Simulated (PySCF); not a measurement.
One of the candidates below gave these computed data.

All candidates are C4H8OSi.

| technique | computed result |
| --- | --- |
| UV, strongest line | among the 8 lowest singlet transitions: S2 at 5.36 eV (231 nm, f = 0.725) [TDDFT PBE0/def2-SVPD] |
| Rotational structure | rotational constants A, B, C: 11.527, 1.126, 1.038 GHz [GFN2-xTB] |
| Dipole | 1.35 D [PBE0/def2-SVPD] |
| Triplet | lowest triplet excitation (Tamm–Dancoff): 3.02 eV [TDA PBE0/def2-SVPD] |
| Polarisability | 87.2 au [PBE0/def2-SVPD] |
| UV, first state | lowest singlet excitation: 5.17 eV (240 nm, f = 0.000) [TDDFT PBE0/def2-SVPD] |

Gas-phase values; electronic properties from PySCF, density fitting. Levels stand in brackets. One conformer (not necessarily the lowest) at the GFN2-xTB geometry, without solvent, vibrations or thermal averaging.

Question: Which candidate is it?
A. `C=C/C=C\O[SiH3]`
B. `[SiH3]O[C@]12C[C@H]1C2`
C. `C=COC(=C)[SiH3]`

Answer: A. It is `C=C/C=C\O[SiH3]`. Numbering: `[CH2:1]=[CH:2]/[CH:3]=[CH:4]\[O:5][SiH3:6]`. Its formula, C4H8OSi, gives 2 degrees of unsaturation: 0 rings and 2 π bonds in the structure found. The optimised geometry has point group Cs and is an asymmetric top.

The others, at the same levels:
- `[SiH3]O[C@]12C[C@H]1C2` fails: its computed lowest singlet excitation is 5.81 eV (213 nm, f = 0.005) (against 5.17 eV), lowest triplet excitation (Tamm–Dancoff) is 5.67 eV (against 3.02 eV) and static isotropic polarisability is 72.6 au (against 87.2 au).
- `C=COC(=C)[SiH3]` fails: its computed lowest singlet excitation is 5.63 eV (220 nm, f = 0.230) (against 5.17 eV), lowest triplet excitation (Tamm–Dancoff) is 3.89 eV (against 3.02 eV) and strongest line among the 8 lowest singlet transitions is S7 at 7.17 eV (173 nm, f = 0.268) (against S2 at 5.36 eV).

Each candidate is one conformer, not necessarily the lowest. The conformers computed, where there is a choice (atom-mapped SMILES and torsion angles):
- `[CH2:1]=[CH:2]/[CH:3]=[CH:4]\[O:5][SiH3:6]`: C1–C2–C3–C4 180°, C3–C4–O5–Si6 180°
- `[SiH3:1][O:2][C@:3]12[CH2:4][C@H:5]1[CH2:6]2`: Si1–O2–C3–C4 -107°
- `[CH2:1]=[CH:2][O:3][C:4](=[CH2:5])[SiH3:6]`: C1–C2–O3–C4 -163°, C2–O3–C4–C5 21°
